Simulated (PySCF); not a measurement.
Compound: C₄H₃ClO₃ (charge -1 and doublet state).
Structure used (GFN2-xTB), in Å, numbered top down from 1:
```xyz
11
C4H3ClO3 angstrom
C      1.6588   -0.2652    0.2071
C      0.2013   -0.0103    0.1366
C     -0.5328    1.1254    0.0402
Cl    -0.0170    2.3804   -1.6467
O     -1.8620    0.7241    0.0170
C     -1.9114   -0.6060    0.1364
O     -2.9266   -1.2587    0.1831
O     -0.6815   -1.1128    0.2427
H      1.9300   -1.0871   -0.4563
H      1.9748   -0.5262    1.2210
H      2.1718    0.6392   -0.1071
```

As a line formula: `CC1=C(Cl)O[C]([O-])O1` [radical] (charge -1).

The calculation used UKS B3LYP, pcH-1 on C Cl H O, non-relativistic, mean-field spin-orbit, GIAO (PySCF). Whether the extra electron is bound in the gas phase wasn't checked; a finite basis holds it in any case. The geometry wasn't refined by DFT: couplings that depend on bond lengths, twists or pyramidal angles can differ widely from those at the functional's own minimum, by a factor of two or more for some ions and for spin on atoms past the first row. Stability of the SCF solution: not tested.

(1) Give the principal g shifts and their parts.

(2) What are the electron Larmor frequencies g μB B/h along the three axes at 350 mT?

(3) At 33.962 GHz, how far is the centre of the isotropic spectrum from where a free electron (g = 2.002319) resonates?

(4) What effective moment and Curie constant follow for a powder?

(5) In a frozen sample, at which fields do the three g values resonate at 9.5, 34, 94 and 263 GHz (hyperfine left aside), and which band first spreads them over more than twice a line width of 0.3 mT?

Answers

(1) 
| Δg (ppt) | 1 | 2 | 3 |
| --- | --- | --- | --- |
| relativistic mass correction | -0.27 | -0.27 | -0.27 |
| gauge correction | 0.00 | 0.00 | 0.04 |
| orbital Zeeman/spin–orbit | 0.31 | 5.81 | 7.22 |
| total | 0.05 | 5.54 | 6.99 |

So g = 2.00236, 2.00785, 2.00931 and g_iso = 2.00651; the tensor is rhombic: the two nearest values differ by 21 % of g3 − g1. Axes: g1 points within 14° of the C3–Cl4 bond.

(2) 9.8090, 9.8358, 9.8430 GHz for g1, g2 and g3, a range of 34.0 MHz.

(3) B = hν/(g μB) with μB/h = 13.99624 MHz/mT gives 1211.85 mT for the free electron and 1209.32 mT at g_iso, 2.53 mT lower.

(4) With the mean of g² = 4.0261 and S(S+1) = 0.75: μ_eff = √(⟨g²⟩S(S+1)) = 1.738 μB and χT = 0.12505·⟨g²⟩·S(S+1) = 0.378 cm³ K/mol (cgs; spin-Hamiltonian part alone).

(5) 
```
band    GHz  B(g3) mT  B(g2) mT  B(g1) mT  spread mT
   X    9.5    337.80    338.05    338.98       1.17
   Q   34.0   1208.98   1209.86   1213.18       4.19
   W   94.0   3342.49   3344.91   3354.08      11.59
   J  263.0   9351.85   9358.62   9384.28      32.43
```

The spread grows in proportion to the frequency. X band is the first where it exceeds 0.6 mT.

The Mulliken spin populations are largest on C3 (+0.47), Cl4 (+0.33) and C2 (+0.17). Three atoms exceed +0.15.

The HOMO–LUMO gaps are 4.87 eV among the α and 4.13 eV among the β orbitals.

The SMILES draws the unpaired electron on C6; the largest computed Mulliken spin population is on C3 (0.47 against 0.01).
